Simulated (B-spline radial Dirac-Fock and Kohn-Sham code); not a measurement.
## Isotope-shift constants of the inner levels of Tb³⁺

System: terbium as Tb³⁺, configuration [Xe] 4f8.

Calculated with a radial finite-basis atomic code, using first-order field-shift and mass-shift constants from Dirac-Fock ground and hole states with a Fermi nucleus; the mass shift has no relativistic recoil terms. A binding energy shifts by δE = F·δ⟨r²⟩ + (K_N + K_S)·δ(1/M); F is taken for a change of radius at fixed skin thickness and so holds the higher radial moments.

| level | F (meV/fm²) |
| --- | --- |
| K (1s) | -357.6 |
| L1 (2s) | -46.87 |
| L2 (2p1/2) | 0.4201 |
| L3 (2p3/2) | 2.197 |
| M1 (3s) | -10.12 |
| M2 (3p1/2) | 0.1402 |
| M3 (3p3/2) | 0.5804 |
| M4 (3d3/2) | 0.5334 |
| M5 (3d5/2) | 0.5135 |

The mass shift is not given and not included below: at this Z its relativistic corrections are large. It matters little for K lines but can be comparable with the field shift of L lines.

Field shifts alone in meV from A = 159 (mass 158.9254 u, rms radius 5.06 fm); radii from Angeli and Marinova (2013).

| A | mass (u) | radius (fm) | Kα1 | Kα2 | Kβ1 | Lα1 |
| --- | --- | --- | --- | --- | --- | --- |
| 147 | 146.9241 | 4.9201 | +502.3 | +499.8 | +500.0 | -2.4 |
| 148 | 147.9243 | 4.9291 | +470.4 | +468.1 | +468.3 | -2.2 |
| 149 | 148.9233 | 4.9427 | +422.1 | +420.0 | +420.2 | -2.0 |
| 150 | 149.9237 | 4.9499 | +396.5 | +394.5 | +394.7 | -1.9 |
| 151 | 150.9231 | 4.963 | +349.8 | +348.0 | +348.2 | -1.6 |
| 152 | 151.9241 | 4.9689 | +328.7 | +327.1 | +327.2 | -1.5 |
| 153 | 152.9234 | 4.995 | +235.1 | +234.0 | +234.1 | -1.1 |
| 154 | 153.9247 | 5.0333 | +97.0 | +96.5 | +96.5 | -0.5 |
| 155 | 154.9235 | 5.0391 | ? | ? | ? | ? |
| 157 | 156.9240 | 5.0489 | +40.4 | +40.2 | +40.2 | -0.2 |

Problem. What are the shifts for A = 155?

Solution. Kα1 +75.9 meV; Kα2 +75.6 meV; Kβ1 +75.6 meV; Lα1 -0.4 meV.
